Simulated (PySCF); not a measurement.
# Co⁺: ionisation energy

Co⁺ [Ar] 3d8 (3F) → Co²⁺ [Ar] 3d7 (4F), as a difference of total energies. Computed with PySCF 2.14 in x2c-TZVPall, with the spin-free X2C one-electron Hamiltonian (Gaussian nucleus). Correlated levels: valence: [Ar] frozen. The calculations carry no spin-orbit coupling.

```tsv
method	ionisation energy (eV)
UHF	14.212
BP86	18.036
M06-2X	16.885
MP2 (valence)	16.562
SCS-MP2 (valence)	16.443
```

Q: How much does correlation contribute at MP2 (valence)?

A: 16.562 − (14.212) = 2.350 eV, measured against UHF.

The reference lies between the lowest fine-structure levels, while these numbers refer to the centres of the terms.

Errors of the correlated levels include the incompleteness of this basis and the frozen core.

For comparison: 17.084 eV (measured; NIST Atomic Spectra Database, ionization energies).
